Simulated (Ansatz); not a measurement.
The cluster SnAu₂. The state is a singlet with charge 0. Geometry B3LYP-D4/def2-TZVP, that of the neutral singlet.

```csv
atom,x (Å),y (Å),z (Å)
Au1,-1.8547,0.4886,-0.3848
Au2,1.1945,-1.4777,0.4651
Sn3,0.6602,0.9890,-0.0803
```

In the def2 sets Au, Sn take a core potential; there is no spin–orbit coupling. The structure comes from a short search, and lower isomers may exist.

(1) Estimate the orbital energies around the gap (eV) in Ansatz with PBE-D4/def2-TZVP, r2SCAN-D4/def2-TZVP, PBE0-D4/def2-TZVP.

## Answers

(1) 
| orbital | PBE-D4/def2-TZVP | r2SCAN-D4/def2-TZVP | PBE0-D4/def2-TZVP |
| --- | --- | --- | --- |
| HOMO−5 | -6.87 | -7.14 | -8.39 |
| HOMO−4 | -6.86 | -7.14 | -8.39 |
| HOMO−3 | -6.78 | -7.05 | -8.29 |
| HOMO−2 | -6.76 | -7.04 | -8.28 |
| HOMO−1 | -5.80 | -5.98 | -6.55 |
| HOMO | -5.79 | -5.91 | -6.38 |
| LUMO | -3.93 | -3.79 | -3.15 |
| LUMO+1 | -2.73 | -2.52 | -2.03 |
| LUMO+2 | -2.58 | -2.41 | -1.86 |
| LUMO+3 | -0.69 | -0.39 | -0.10 |
| LUMO+4 | -0.24 | 0.11 | 0.37 |
| LUMO+5 | -0.20 | 0.16 | 0.43 |
| β HOMO | -5.79 | -5.91 | -6.38 |
| β LUMO | -3.93 | -3.79 | -3.15 |
